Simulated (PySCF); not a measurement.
## Working out the ionisation energy of Ga

Ga [Ar] 3d10 4s2 4p1 (2P) → Ga⁺ [Ar] 3d10 4s2 (1S). Calculation: PySCF 2.14, in aug-cc-pVTZ-PP with ECP10MDF (6s5p4d2f, 55 functions); a scalar-relativistic core potential. Frozen: 3s2 3p6 3d10. Energies in hartree (1 hartree = 27.21139 eV):

| part | Ga (lower) | Ga⁺ (upper) |
| --- | --- | --- |
| UHF | -258.302072 | -258.098739 |
| CCSD correlation | -0.047246 | -0.037348 |
| (T) | -0.000908 | 0.000000 |

What does Hartree-Fock give?

(-258.098739) − (-258.302072) = 0.203333 hartree = 5.533 eV.

What do CCSD and CCSD(T) give?

The CCSD correlation energies differ by 0.009898 hartree = 0.269 eV and the triples by 0.000908 hartree = 0.025 eV, so CCSD gives 5.802 eV and CCSD(T) 5.827 eV.

Measured between the centres of the two terms (NIST): 5.931 eV, so CCSD(T) (valence) is off by -0.104 eV.

What remains against the reference includes basis incompleteness, the frozen core and higher excitations.
